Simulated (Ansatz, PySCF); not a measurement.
Ti(NH2)3(Me) (CH9N3Ti), SMILES [CH3][Ti]([NH2])([NH2])[NH2], multiplicity 1. Atoms are numbered in the order given.

```xyz
14

Ti     0.0000     0.0000     0.0356
N      0.1667     1.7752     0.6015
H      0.8832     2.1840     1.1944
H     -0.4490     2.5068     0.2507
N      1.4540    -1.0320     0.6015
H      2.3954    -0.8645     0.2508
H      1.4497    -1.8569     1.1943
N     -1.6207    -0.7432     0.6015
H     -1.9462    -1.6423     0.2508
H     -2.3331    -0.3271     1.1942
C      0.0000     0.0000    -2.0537
H      0.9818     0.3226    -2.4414
H     -0.7703     0.6890    -2.4413
H     -0.2116    -1.0116    -2.4413
```

Coordinates come from a PBE0-D3(BJ)/def2-SVP optimisation. The multiplicity is an assumed one; other spin states were not compared. One conformer was computed; it need not be the lowest.

Two levels are set side by side: PBE-D3(BJ)/def2-SVP (Ansatz, an electronic-structure program) and PBE0-D3(BJ)/def2-SVP (Ansatz). Each level has its own optimised geometry; the coordinates shown are those of the second. Frequencies come from the Hessian of PySCF at each geometry. Differences are taken from unrounded values.

```
quantity                            PBE0-D3(BJ)  PBE-D3(BJ)  PBE-D3(BJ) minus PBE0-D3(BJ)
----------------------------------  -----------  ----------  ----------------------------
mean bond length (Å)                      1.317       1.328                         0.011
bond Ti1–N2 (Å)                           1.871       1.886                         0.015
bond Ti1–N5 (Å)                           1.871       1.886                         0.015
bond Ti1–N8 (Å)                           1.871       1.886                         0.015
bond Ti1–C11 (Å)                          2.089       2.107                         0.018
bond N2–H3 (Å)                            1.016       1.025                         0.009
bond N2–H4 (Å)                            1.019       1.028                         0.009
bond N5–H6 (Å)                            1.019       1.028                         0.009
bond N5–H7 (Å)                            1.016       1.025                         0.009
bond N8–H9 (Å)                            1.019       1.028                         0.009
bond N8–H10 (Å)                           1.016       1.025                         0.009
bond C11–H12 (Å)                          1.104       1.112                         0.008
bond C11–H13 (Å)                          1.104       1.112                         0.008
bond C11–H14 (Å)                          1.104       1.112                         0.008
highest harmonic wavenumber (cm⁻¹)         3677        3553                          -124
mean harmonic wavenumber (cm⁻¹)            1321        1275                           -46
zero-point energy (kcal/mol)              68.00       65.62                         -2.38
```

GGA bonds tend to be longer and softer than those of functionals with exact exchange. Differences between two approximate levels are no errors against the true value.
